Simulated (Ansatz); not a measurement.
```yaml
crystal:
  periodic: [false, false, false]
  atoms:
    - {symbol: Si, position_ang: [1.041891, 1.359470, 0.328218]}
    - {symbol: H, position_ang: [1.258395, 1.291179, 1.825155]}
    - {symbol: C, position_ang: [2.721451, 1.540180, -0.528488]}
    - {symbol: H, position_ang: [3.383688, 0.679756, -0.300276]}
    - {symbol: H, position_ang: [3.242967, 2.463243, -0.202271]}
    - {symbol: H, position_ang: [2.600316, 1.591406, -1.630686]}
    - {symbol: C, position_ang: [-0.056063, 2.854859, -0.059014]}
    - {symbol: H, position_ang: [0.425029, 3.799199, 0.268526]}
    - {symbol: H, position_ang: [-1.037835, 2.783508, 0.452058]}
    - {symbol: H, position_ang: [-0.245933, 2.932705, -1.150037]}
    - {symbol: C, position_ang: [0.202026, -0.251726, -0.232362]}
    - {symbol: C, position_ang: [-1.159621, -0.539433, 0.420277]}
    - {symbol: C, position_ang: [-1.851741, -1.822955, -0.068847]}
    - {symbol: C, position_ang: [-1.093991, -3.114106, 0.251389]}
    - {symbol: H, position_ang: [0.093795, -0.212009, -1.341134]}
    - {symbol: H, position_ang: [0.915240, -1.082165, -0.032669]}
    - {symbol: H, position_ang: [-1.035038, -0.595449, 1.526190]}
    - {symbol: H, position_ang: [-1.843346, 0.320025, 0.242351]}
    - {symbol: H, position_ang: [-2.866726, -1.873058, 0.383592]}
    - {symbol: H, position_ang: [-2.015824, -1.749502, -1.168160]}
    - {symbol: H, position_ang: [-1.657040, -4.009174, -0.082334]}
    - {symbol: H, position_ang: [-0.102207, -3.148288, -0.245537]}
    - {symbol: H, position_ang: [-0.919434, -3.217655, 1.344060]}
basis:
  gaussian: {orbitals: def2-TZVPD}
total_charge: -1
magnetization: {spin_polarized: true, initial_magnetization: 1}
hamiltonian: {xc: pbe0, dispersion: d4}
scf: {omitted_lower_state_checks: [starts]}
output: {orbitals: {seedname: orbitals}}
```

```sh
$ ansatz run in.yaml --threads 4 --pin off --events-out ev --progress --plain --max-ram 4787MiB
```

(1) Does this run fit into the memory that it is given?

Answers

(1) No. It has 409 basis functions, and Ansatz plans for 4.73 GiB where 4.67 GiB are given.
